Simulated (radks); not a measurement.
Removal energies from the indium ion In10+, [Kr] 4d3, by Delta-SCF beside the eigenvalue of the level emptied. Method: scalar-relativistic Kohn-Sham, PBE, spin-polarised, spherical densities, finite nucleus; Fermi nuclear charge, rms radius of each element as measured or else 0.836 A^(1/3) + 0.57 fm; computed with a radial shooting solver on a logarithmic mesh with Libxc functionals. Open shells are filled with parallel spins first.

| removed from | final configuration | Delta-SCF (eV) | -eigenvalue (eV) |
|---|---|---|---|
| 4d | [Kr] 4d2 | 202.61 | 191.14 |
| 4p | [Ar] 3d10 4s2 4p5 4d3 | 266.14 | 254.13 |
| 4s | [Ar] 3d10 4s1 4p6 4d3 | 311.16 | 298.59 |
| 3d | [Ar] 3d9 4s2 4p6 4d3 | 656.35 | 629.23 |
